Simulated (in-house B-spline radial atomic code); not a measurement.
What moves the levels of Ho II (Ho+) ([Xe] 4f11 6s1)? Computed with a B-spline radial code for spherical atoms: Dirac-Hartree-Fock, average of the jj configuration, Fermi nucleus of rms radius 5.0398 fm.

Baseline run (computed): total energy -12621.3185 hartree, 1s1/2 at -2056.415 hartree, 6s1/2 at -10.934 eV with <r> = 3.894 bohr.

Changing the nucleus:

| nucleus | ΔE (eV) |
| --- | --- |
| Fermi nucleus of rms radius 5.0614 fm, A = 152 | 0.229 |
| Fermi nucleus of rms radius 5.076 fm, A = 153 | 0.384 |
| Fermi nucleus of rms radius 5.0856 fm, A = 154 | 0.486 |
| Fermi nucleus of rms radius 5.1076 fm, A = 155 | 0.72 |
| Fermi nucleus of rms radius 5.1156 fm, A = 156 | 0.805 |
| Fermi nucleus of rms radius 5.1535 fm, A = 157 | 1.21 |
| Fermi nucleus of rms radius 5.1571 fm, A = 158 | 1.25 |
| Fermi nucleus of rms radius 5.1675 fm, A = 159 | 1.36 |
| Fermi nucleus of rms radius 5.1662 fm, A = 160 | 1.35 |
| Fermi nucleus of rms radius 5.1785 fm, A = 161 | 1.48 |
| Fermi nucleus of rms radius 5.1817 fm, A = 162 | 1.51 |
| Fermi nucleus of rms radius 5.1907 fm, A = 163 | 1.61 |
| Fermi nucleus of rms radius 5.2022 fm, A = 165 | 1.74 |

A larger nucleus binds the electrons less, roughly as the density at the nucleus times the change of the nuclear <r²>. The reference is A = 151.
